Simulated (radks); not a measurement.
The numbers below are computed, except where a source is named.
Task: All-electron atom: Rb2+ in [Ar] 3d10 4s2 4p5. Level of theory: Dirac Kohn-Sham, PBE, spin-unpolarised, spherical densities, point nucleus; open shells are shared between the two j in proportion to 2j + 1 (a radial shooting solver on a logarithmic mesh with Libxc functionals).

Spin-orbit splittings of the eigenvalues, e(l+1/2) - e(l-1/2), with zeta = 2 splitting/(2l+1) and mean radii in bohr:

| shell | occ. | splitting (eV) | zeta (eV) | <r> j=l-1/2 | <r> j=l+1/2 |
|---|---|---|---|---|---|
| 2p | 6 | 60.79 | 40.53 | 0.1523 | 0.1563 |
| 3p | 6 | 9.136 | 6.091 | 0.5114 | 0.5219 |
| 3d | 10 | 1.552 | 0.6210 | 0.5225 | 0.5263 |
| 4p | 5 | ? | ? | 1.616 | 1.647 |

Estimate the 4p splitting.

Result: 0.9802 eV (zeta = 0.6535 eV).
